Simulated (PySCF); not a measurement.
## Radial density of Tc²⁺ (technetium, charge +2)

UHF, [Kr] 4d5, high-spin 6S determinant. Calculation: PySCF 2.14, in aug-cc-pwCVDZ-PP with ECP28MDF (6s6p5d3f, 70 functions); scalar relativity through the core potential. This is the valence pseudo-density: the core potential removes the inner electrons and smooths the orbitals near the nucleus.

| r (bohr) | 4πr²ρ (e/bohr) | 4πr²(ρα − ρβ) |
| --- | --- | --- |
| 0.0393 | 2.581e-05 | 0.0000 |
| 0.0661 | 7.099e-05 | 0.0000 |
| 0.111 | 0.0003214 | 0.0000 |
| 0.187 | 0.003508 | 0.0009 |
| 0.315 | 0.07505 | 0.0210 |
| 0.529 | 1.895 | 0.3570 |
| 0.891 | 11.23 | 2.4235 |
| 1.50 | 7.542 | 3.3423 |
| 2.52 | 1.018 | 0.8496 |
| 4.24 | 0.03146 | 0.0312 |
| 7.13 | 1.537e-05 | 0.0000 |

Energies and moments cover only the electrons outside the core potential.
